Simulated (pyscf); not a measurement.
# H₃C–BH–CH₃ (SMILES CBC), singlet

Gas-phase minimum from PySCF at ωB97X-D3(BJ)/def2-SVP, one conformer. 

SMILES: CBC
```xyz
10

C      1.2302    -0.9954     0.2596
B      0.5138     0.2045     0.9767
C     -0.8781     0.7698     0.5181
H      0.5750    -1.6060    -0.3816
H      1.8046    -1.6434     0.9402
H      1.9805    -0.5213    -0.4065
H      1.0633     0.7216     1.9321
H     -1.6130     0.3234     1.2196
H     -0.9769     1.8600     0.6402
H     -1.1841     0.4735    -0.4976
```
Charge 0, spin multiplicity 1.

Bonds (Å): C1–B2 1.571, C1–H4 1.101, C1–H5 1.101, C1–H6 1.110, B2–C3 1.571, B2–H7 1.217, C3–H8 1.110, C3–H9 1.102, C3–H10 1.101. Bond angles (°): B2–C1–H4 114.7, B2–C1–H5 113.9, B2–C1–H6 104.8, H4–C1–H5 110.1, H4–C1–H6 106.8, H5–C1–H6 105.6, C1–B2–C3 123.1, C1–B2–H7 118.5, C3–B2–H7 118.4, B2–C3–H8 104.9, B2–C3–H9 113.8, B2–C3–H10 114.7, H8–C3–H9 105.6, H8–C3–H10 106.9 (the first ones only).

Properties at ωB97X-D3(BJ)/def2-SVP:

```
Item                                                                                                                                                                                                                                                         Value
---------------------------------------------------------------------------------------------------------------------  -------------------------------------------------------------------------------------------------------------------------------------------
Harmonic wavenumbers, unscaled                                                                                         101, 113, 340, 559, 602, 791, 795, 982, 1042, 1063, 1213, 1312, 1348, 1422, 1430, 1455, 1463, 2572, 3034, 3035, 3123, 3123, 3169, 3170 cm⁻¹
Zero-point energy                                                                                                                                                                                                                                    53.3 kcal/mol
Rotational symmetry number                                                                                                                                                                                                                                       2
Entropy of this conformer at 298 K and 1 atm, rigid rotor and harmonic oscillator, modes under 100 cm⁻¹ raised to 100                                                                                                                              285.0 J/(mol K)
Dipole moment                                                                                                                                                                                                                                               0.45 D
```

Single-point totals, which compare only within one level (frozen core for MP2 and CC):

```
level                   total energy (hartree)
----------------------  ----------------------
ωB97X-D3(BJ)/def2-TZVP              -105.38348
PBE/def2-TZVP                       -105.13842
r²SCAN/def2-TZVP                    -105.23367
B3LYP-D3(BJ)/def2-TZVP              -105.33160
PBE0-D3(BJ)/def2-TZVP               -105.17008
M06-2X/def2-TZVP                    -105.24795
ωB97M-D3(BJ)/def2-TZVP              -105.33544
HF/def2-TZVPP                       -104.53374
MP2/def2-TZVPP                      -104.99651
CCSD/def2-TZVPP                     -105.03872
CCSD(T)/def2-TZVPP                  -105.05651
```

Soft torsions are taken as harmonic, which can shift the entropy by several J/(mol K). The CCSD(T) − MP2 part came from Ansatz, without density fitting, on the same reference.
